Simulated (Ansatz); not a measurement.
Reaction (formal exchange of groups at a B–C bond): `C=CB(S)Cl` + `C=CCC=O` → `O=CB(S)Cl` + `C=CCC=C`

Gas-phase electronic energies from Ansatz, PBE0-D4/def2-TZVP geometries. CCSD(T)/CBS is the MP2 limit (def2-TZVPP, def2-QZVPP) plus CCSD(T) − MP2 in def2-TZVPP, frozen cores. DFT in def2-TZVPP. B3LYP here is the variant with VWN-RPA as its local correlation; programs differ in this. Each species was taken in one conformer, which may not be the lowest.

```csv
level,ΔE (kJ/mol)
PBE-D4,50.4
B3LYP-D4,53.0
```

Problem. What does CCSD(T)/CBS give? (Best estimate.)

Solution. Ansatz gave: +52.3 kJ/mol. The listed levels differ from it by -1.9, 0.7 kJ/mol.

Largest T1 diagnostic among the species: 0.015.

In def2-TZVPP, CCSD(T) changes the Hartree–Fock value by −10.1 kJ/mol (the triples alone add −0.8 kJ/mol) and MP2 by −7.4 kJ/mol. From PBE to PBE0 (25 % exact exchange), in def2-TZVPP and without D4, ΔE moves by +4.2 kJ/mol.
